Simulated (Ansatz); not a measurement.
`C[O][Ga]([F])[Cl]` + CH₃NH₂ → `C[NH][Ga]([F])[Cl]` + CH₃OH at 500 K and 1 bar (ligand exchange at a Ga–O bond).

Program: Ansatz. Geometries: PBE0-D4/def2-TZVP. ΔE: electronic, gas phase. CBS: MP2 limit from def2 TZ/QZ plus the TZ coupled-cluster correction, frozen cores. This one scheme is used for every species. For Ga outer-core shells are correlated without core-valence functions, which leaves a few kJ/mol of doubt a bond. Scalar relativity is left out up to krypton. One conformer a species, not always the lowest.

| species | CCSD(T)/CBS energy (Eh) | H − E (kJ/mol) | S (J/(mol·K)) |
| --- | --- | --- | --- |
| `C[O][Ga]([F])[Cl]` | -2598.65197 | 162.6 | 425.7 |
| CH₃NH₂ | -95.75281 | 191.8 | 270.3 |
| `C[NH][Ga]([F])[Cl]` | -2578.78710 | 197.3 | 428.3 |
| CH₃OH | -115.61712 | 157.0 | 265.4 |

H − E and S are ideal-gas, rigid-rotor, harmonic terms from PBE0-D4/def2-TZVP, for one conformer and one mirror image of each species. 1 Eh = 2625.50 kJ/mol, R = 8.31446 J/(mol·K).

By hand: ΔE, ΔH, ΔS and ΔG.

ΔE = (-2578.78710) + (-115.61712) − (-2598.65197) − (-95.75281) = 0.00056 Eh = 1.5 kJ/mol. Δ(H − E) = 197.3 + 157.0 − 162.6 − 191.8 = -0.1, so ΔH = 1.4 kJ/mol. ΔS = 428.3 + 265.4 − 425.7 − 270.3 = -2.3 J/(mol·K). ΔG = 1.4 − 500 × (-2.3)/1000 = 2.5 kJ/mol.

By hand: the equilibrium constant, and the temperature at which ΔG would vanish if ΔH and ΔS stayed fixed.

log₁₀ K = −ΔG/(RT ln 10) = -0.3. ΔH and −TΔS have one sign here, so there is no such temperature. One of them is within its doubt of zero, so this could turn.

TΔS isn't small against ΔH here. The sign of ΔG lies within the doubt. A doubt of 5 kJ/mol in ΔE shifts log₁₀ K by 0.5 here. Other conformers and mirror images would add mixing entropy, several J/(mol·K) or more a flexible species. These are equilibria of isolated gas molecules and say nothing of rates. Largest T1 diagnostic: 0.014 (customary marks: 0.02 for closed shells, 0.045 for open ones).
